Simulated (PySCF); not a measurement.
# Radial density of Rh (rhodium, neutral)

BLYP, [Kr] 4d7 5s1 5p1, one real determinant (an excited configuration). All numbers are calculated (PySCF 2.14, scalar relativity by spin-free X2C-1e, in aug-cc-pwCVTZ-DK (11s10p8d4f3g, 136 functions)).

```csv
r (bohr),4πr²ρ (e/bohr),4πr²(ρα − ρβ)
0.0268,56.32,0.0038
0.0450,48.56,0.0062
0.0757,63.93,0.0527
0.127,65.64,0.2288
0.214,47.22,0.5678
0.360,52.73,0.2331
0.606,16.69,0.4436
1.02,14.99,2.2804
1.72,5.118,1.6638
2.88,1.199,0.8615
4.85,0.2688,0.2565
8.16,0.02450,0.0244
13.7,0.0003211,0.0003
```

Densities and radii are taken from the X2C orbitals without a picture-change correction, which distorts them close to the nucleus.

⟨L²⟩ = 13.84 against 20 for a pure G term, so this real determinant mixes terms.
